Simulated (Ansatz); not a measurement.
**Ligand exchange: C2H3BrF2 + I2 → C2H3F2I + IBr**

Species: C2H3BrF2 `FCC(F)Br`, singlet; I2 (iodine), singlet; C2H3F2I `FCC(F)I`, singlet; IBr (iodine monobromide), singlet. The partners trade Br for I: C–Br and I–I bonds give way to C–I and I–Br.

Shapes, held fixed at every level: PBE0-D4/def2-TZVP. Flexible molecules stand in one conformer, not always the lowest. Programs: Ansatz 0.2.0. Electronic energies: no zero-point or thermal term.

(1) Estimate ΔE of this reaction.

## Answers

(1) The highest level, CCSD(T)/def2-TZVPP, gives ΔE = +32.1 kJ/mol; the levels span +31.6 to +34.0. The column of differences is taken from that level and isn't an error. No measured value is set beside it here. For atoms past krypton def2 sets carry core potentials with scalar relativity. Relativity is left out for Br. Outer-core shells of Br, I are correlated in most correlated rows, in sets that cover them unevenly. Times are processor times on shared x86 and Arm servers, and rough.

```json
{"level": "r2SCAN-D4/def2-TZVPP", "kind": "meta-GGA", "ΔE (kJ/mol)": "+32.6", "less CCSD(T)/def2-TZVPP": "+0.5", "CPU time (sum over the molecules)": "32 s"}
{"level": "B3LYP-D4/def2-TZVPP", "kind": "global hybrid", "ΔE (kJ/mol)": "+31.6", "less CCSD(T)/def2-TZVPP": "-0.5", "CPU time (sum over the molecules)": "30 s"}
{"level": "wB97M-V/def2-TZVPP", "kind": "range-separated hybrid", "ΔE (kJ/mol)": "+33.9", "less CCSD(T)/def2-TZVPP": "+1.8", "CPU time (sum over the molecules)": "72 s"}
{"level": "B2PLYP/def2-TZVPP", "kind": "double hybrid", "ΔE (kJ/mol)": "+32.9", "less CCSD(T)/def2-TZVPP": "+0.8", "CPU time (sum over the molecules)": "38 s"}
{"level": "MP2/def2-TZVPP", "kind": "perturbation theory", "ΔE (kJ/mol)": "+33.6", "less CCSD(T)/def2-TZVPP": "+1.5", "CPU time (sum over the molecules)": "–"}
{"level": "CCSD/def2-TZVPP", "kind": "coupled cluster or CI", "ΔE (kJ/mol)": "+34.0", "less CCSD(T)/def2-TZVPP": "+1.9", "CPU time (sum over the molecules)": "–"}
{"level": "CCSD(T)/def2-TZVPP", "kind": "coupled cluster or CI", "ΔE (kJ/mol)": "+32.1", "less CCSD(T)/def2-TZVPP": "0.0", "CPU time (sum over the molecules)": "14 min"}
```
